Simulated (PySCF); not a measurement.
**Field gradients at the hydrogen positions**

Compound: C₂H₅GeOS (charge -1).
Numbering: `[CH2:1]=[C:2]([S-:3])[O:4][GeH3:5]` (hydrogens: H6, H7 on C1; H8, H9, H10 on Ge5)

Structure used (PBE0-D3(BJ)/def2-SVP), in Å, numbered top down from 1:
```xyz
10
C2H5GeOS angstrom
C      1.8758    0.3888    0.2185
C      0.5356    0.5805    0.1544
S     -0.3280    2.0709   -0.1056
O     -0.3026   -0.4825    0.3028
Ge    -2.0593    0.0426    0.1649
H      2.5623    1.2272    0.1015
H      2.2730   -0.6156    0.3874
H     -2.7535    0.7849    1.3378
H     -2.5788   -1.4406    0.3757
H     -2.6800    0.3942   -1.2136
```

Level: PBE0/pcSseg-1 (PySCF, non-relativistic); Q(2H) = 0.00286 b; rigid geometry, the same for H and D, with no vibrational averaging.

Task: Rank these positions by the coupling χzz of a deuteron there, largest first.
A. H10 (Ge–H hydrogen)
B. H9 (Ge–H hydrogen)
C. H6 (hydrogen on carbon)

Result: C (219 kHz), A (89 kHz), B (80 kHz).

Task: Give the electric field gradient Vzz (the principal value of largest size), its asymmetry and the 2H coupling at each hydrogen.

Result: 
```csv
atom,bonded to,bond length (Å),Vzz (au),η,χzz (kHz)
H6,C1,1.090,0.3266,0.12,219
H7,C1,1.093,0.3222,0.12,217
H8,Ge5,1.552,0.1326,0.06,89
H9,Ge5,1.586,0.1184,0.02,80
H10,Ge5,1.552,0.1326,0.06,89
```

Task: Average by the element that carries the hydrogen.

Result: on C: 218 kHz over 2 positions, mean bond length 1.092 Å; on Ge: 86 kHz over 3 positions, mean bond length 1.563 Å.

Task: A static deuteron (I = 1) shows a doublet split by (3/2)χ, (3/4)χ(1 + η) and (3/4)χ(1 − η) with the field along z, y and x of the gradient. What are these for H8?

Result: With |χ| = 89.1 kHz and η = 0.061: 134, 71 and 63 kHz, to first order and without motion.

Geometry: PBE0-D3(BJ)/def2-SVP, one conformer, isolated ion. The calculation is non-relativistic, for germanium too. The pcSseg-1 basis has no diffuse functions, a weakness for an anion. The basis is small and wasn't made for field gradients, so the couplings can be 20 % off.

These values come from a run that also computed NMR shieldings. The run took 14 s wall on one thread, Arm Neoverse V1, shared host.
